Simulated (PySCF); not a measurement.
Si(F)2 anion (F₂Si), SMILES [Si](F)F (connectivity only; charge and spin as stated), charge -1, multiplicity 2. Atoms are numbered in the order given.

```xyz
3

Si     0.0000     0.0000     0.6304
F      0.0000     1.2582    -0.4903
F      0.0000    -1.2582    -0.4903
```
Charge -1, spin multiplicity 2.

Geometry: PBE0-D3(BJ)/def2-TZVPD. The spin state was assumed, not searched. The isomer is the one that the SMILES or the coordinates give; other isomers of the formula were not compared.

These are PySCF with PBE0-D3(BJ)/def2-TZVPD values and carry that method's errors.

Frequencies are harmonic and unscaled.

```
mode  ν (cm⁻¹)  IR (km/mol)  moving atoms (share of kinetic energy)
----  --------  -----------  --------------------------------------
1          302          0.5                         F 83 %, Si 17 %
2          668        126.7                         F 57 %, Si 43 %
3          685        159.2                         F 59 %, Si 41 %
```
